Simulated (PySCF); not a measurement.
SMILES C[Si](O)(O)S[SiH3] (CH8O2SSi2) at its CAM-B3LYP/def2-SVP optimised geometry (Å):

```
14

Si     1.4952     0.7939     0.0000
S      0.9344    -0.2434    -1.7980
Si    -1.2186    -0.2634    -1.5952
C     -1.8811    -1.9250    -1.1453
O     -1.8331     0.2083    -3.0566
O     -1.6436     0.7812    -0.3769
H      1.0214     2.2043     0.0000
H      2.9810     0.7939     0.0000
H      0.9990     0.1067     1.2187
H     -2.9810    -1.9134    -1.1801
H     -1.5177    -2.6914    -1.8448
H     -1.5691    -2.2043    -0.1286
H     -1.2554     0.7173    -3.6350
H     -1.6505     1.7260    -0.5640
```

Level of theory: PySCF with CAM-B3LYP/def2-TZVP.

Map of the electron localisation function on the plane z = 0.8 Å:

```
|                           |
|                           |
|                           |
|                           |
|             .+%%*:        |
|             +@@@@*        |
|             #@@@@*.       |
|             +@@@@+        |
|             :#@@%-..=*=   |
|       .::.   -++-.:*@@@=  |
|     .:-=+=.  :=-..+@@@@#  |
|     .-+**+. .#@#-:+@@@@%  |
|     .-+**+  -@@@%+=%@@@#  |
|      .:--:  =@@@@*:=%@%-  |
|             -@@@@+..-=-   |
|              *%@#-        |
|               :-:         |
|       .+*=                |
|       +@@@=               |
|      .*@@@#               |
|       +@@@#               |
|       :*##:               |
|        ...                |
|                           |
|                           |
|                           |
|                           |
```
Scale: ten equal steps from 0.000 (start of ' ') to 0.998 (end of '@'), in the order ' .:-=+*#%@'; x runs from -5.00 to 5.00, y from -5.00 (bottom) to 5.00 (top).
